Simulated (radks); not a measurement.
The numbers below are computed, except where a source is named.
Question: These are the eigenvalues of the occupied orbitals of an atom or ion with whole-number occupations (Ry). Code: a radial shooting solver on a logarithmic mesh with Libxc functionals. Model: scalar-relativistic Kohn-Sham, revPBE, spin-polarised, spherical densities, point nucleus.

1s: -2963.198
2s: -477.2227
2p: -427.6867
3s: -105.4272
3p: -89.67791
3d: -67.32268
4s: -23.93173
4p: -18.77081
4d: -11.33718
5s: -5.79462
5p: -4.41277

Which element is it, and in what charge state? The configuration may be excited. Open shells, if any, are filled with parallel spins first.

Answer: Z = 58, cerium, charge +4: Ce4+ in [Xe]. The list shows which subshells hold electrons but not how many an open one holds; the 1s level, -1481.6 hartree, gives Z - s = 54.4 by -(Z - s)^2/2, which with screening and relativity narrows Z to a few neighbours, and the depths of the outer levels then fix element, charge and occupations together.
